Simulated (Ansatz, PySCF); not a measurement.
Reaction (SMILES): B=N (BNH2) [iminoborane] -> B=N (BNH2) as doublet, charge +1 + e-
Each molecule is optimised on its own at B3LYP-D3(BJ)/def2-TZVP (Ansatz, an electronic-structure program). A spin state is the lowest found, not a proven ground state.
Geometry of the first species:
```xyz
4

B      0.0000     0.0000    -0.6920
N      0.0000     0.0000     0.5409
H      0.0000     0.0000    -1.8589
H      0.0000     0.0000     1.5327
```
Charge 0, spin multiplicity 1.

Property: adiabatic ionisation energy (0 K, with B3LYP-D3(BJ) harmonic zero-point energies from PySCF), in eV. Valence correlation only, unless marked. UHF or UKS for open shells. No spin-orbit coupling. Non-relativistic. CBS(X,Y): correlation extrapolated as X^-3; Hartree-Fock from the larger set.

```json
[
 {"level": "BLYP-D4/def2-TZVPD", "program": "Ansatz + dftd4", "adiabatic ionisation energy (eV)": "11.14", "minus last row": "-0.13"},
 {"level": "revPBE-D4/def2-TZVPD", "program": "Ansatz + dftd4", "adiabatic ionisation energy (eV)": "11.14", "minus last row": "-0.13"},
 {"level": "r2SCAN-D4/def2-TZVPD", "program": "Ansatz + dftd4", "adiabatic ionisation energy (eV)": "11.04", "minus last row": "-0.23"},
 {"level": "B97M-V/def2-TZVPD", "program": "Ansatz", "adiabatic ionisation energy (eV)": "11.05", "minus last row": "-0.22"},
 {"level": "PBE0/6-31G*", "program": "Ansatz", "adiabatic ionisation energy (eV)": "10.85", "minus last row": "-0.42"},
 {"level": "PBE0-D3(BJ)/def2-TZVPD", "program": "Ansatz + dftd3", "adiabatic ionisation energy (eV)": "11.07", "minus last row": "-0.20"},
 {"level": "BHLYP-D4/def2-TZVPD", "program": "Ansatz + dftd4", "adiabatic ionisation energy (eV)": "10.83", "minus last row": "-0.44"},
 {"level": "BHLYP/def2-TZVPD", "program": "Ansatz", "adiabatic ionisation energy (eV)": "10.82", "minus last row": "-0.45"},
 {"level": "HSE06/def2-TZVPD", "program": "Ansatz", "adiabatic ionisation energy (eV)": "11.07", "minus last row": "-0.20"},
 {"level": "LC-wPBE/def2-TZVPD", "program": "Ansatz", "adiabatic ionisation energy (eV)": "11.15", "minus last row": "-0.12"},
 {"level": "CCSD/aug-cc-pVTZ", "program": "Ansatz", "adiabatic ionisation energy (eV)": "11.02", "minus last row": "-0.25"},
 {"level": "CCSD/CBS(cc-pVTZ,cc-pVQZ)", "program": "Ansatz", "adiabatic ionisation energy (eV)": "11.11", "minus last row": "-0.16"},
 {"level": "CCSD(T)/6-31G*", "program": "Ansatz", "adiabatic ionisation energy (eV)": "10.67", "minus last row": "-0.60"},
 {"level": "CCSD(T)/cc-pwCVTZ", "program": "Ansatz", "adiabatic ionisation energy (eV)": "11.14", "minus last row": "-0.13"},
 {"level": "CCSD(T)/CBS(def2-TZVPPD,def2-QZVPPD)", "program": "Ansatz", "adiabatic ionisation energy (eV)": "11.27", "minus last row": "0.00"}
]
```
